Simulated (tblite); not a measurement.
Compound: C₆H₄F₄NP.
SMILES with atom numbers: `[F:1]/[C:2](=[P:3]/[n:4]1[cH:5][cH:6][cH:7][cH:8]1)[C:9]([F:10])([F:11])[F:12]` (hydrogens: H13 on C5; H14 on C6; H15 on C7; H16 on C8)

Structure used (GFN2-xTB), in Å, numbered top down from 1:
```
atom  x, y, z in Å
F1     2.9841   -1.4751   -1.4284
C2     1.9324   -0.9098   -0.7918
P3     0.4186   -1.5816   -1.1232
N4    -0.6645   -0.5457   -0.3330
C5    -1.7715   -1.0233    0.3406
C6    -2.5283    0.0281    0.7427
C7    -1.8922    1.2062    0.2714
C8    -0.7650    0.8295   -0.3830
C9     2.3664    0.2058    0.1129
F10    1.5951    0.2747    1.2100
F11    3.6221    0.0378    0.5285
F12    2.3135    1.4236   -0.4623
H13   -1.9002   -2.0771    0.4921
H14   -3.4370   -0.0180    1.3089
H15   -2.2426    2.2102    0.4030
H16   -0.0386    1.4237   -0.8999
```

Calculated harmonic vibrations of the isolated species, GFN2-xTB (tblite), most abundant isotopes, no scaling. The method is semi-empirical: single wavenumbers can be off by several per cent or more. One conformer, not necessarily the lowest.

Harmonic wavenumbers (cm⁻¹): 39.4, 63.1, 71.9, 104.2, 152.8, 181.6, 227.8, 249.7, 288.1, 390.6, 419.2, 450.8, 514.7, 537.4, 544.8, 570.0, 581.2, 696.9, 758.9, 784.3, 824.7, 828.9, 846.9, 915.3, 1006.3, 1034.6, 1062.5, 1074.1, 1079.1, 1085.4, 1178.6, 1187.7, 1217.3, 1273.4, 1291.4, 1385.8, 1463.8, 1572.3, 3156.0, 3168.3, 3176.4, 3184.1.

A = 1507, B = 615.4, C = 499.9 MHz; mass 197.002 u (most abundant isotopes); point group C1, symmetry number 1.

Task: Zero-point energy?

Result: Half the sum of the wavenumbers: 20320 cm⁻¹ = 58.10 kcal/mol.

Task: Give the ideal-gas entropy at 298.15 K and 1 bar in the rigid-rotor, harmonic-oscillator model (classical rotation).

Result: Translation 41.77, rotation 30.92, vibration 34.73: S = 107.4 cal/(mol K).

Task: And Cp and H(298.15 K) − H(0)?

Result: Cp = 42.44 cal/(mol K), of which vibrations give 34.49 (their classical limit is 42 R = 83.5); H(298.15 K) − H(0) = 7.70 kcal/mol without the zero-point energy, 5.33 from vibrations.

Task: How do the functions run with temperature in this model?

Result: 
| T (K) | S (cal/(mol K)) | Cp (cal/(mol K)) | H − H(0) (kcal/mol) | G − H(0) (kcal/mol) | ln q(vib) |
| --- | --- | --- | --- | --- | --- |
| 50 | 62.9 | 14.7 | 0.54 | -2.60 | 0.77 |
| 100 | 75.0 | 20.7 | 1.43 | -6.07 | 2.33 |
| 373.15 | 117.7 | 49.6 | 11.16 | -32.77 | 10.72 |
| 500 | 133.7 | 59.2 | 18.10 | -48.74 | 14.41 |
| 750 | 160.1 | 70.6 | 34.48 | -85.59 | 21.16 |
| 1000 | 181.3 | 76.9 | 52.98 | -128.35 | 27.17 |

q(vib) and H(0) count from the zero-point level.

Task: What must be added to the electronic energy to get the Gibbs energy at 298.15 K and 1 bar?

Result: ZPE + [H(298.15 K) − H(0)] − T·S = 58.10 + 7.70 − 32.03 = 33.77 kcal/mol.

Hindered rotation and anharmonicity are outside this model. Other conformers, if any are populated, would add a mixing term that is left out. The structure is chiral; the term R ln 2 for an equal mix with its mirror image is left out.
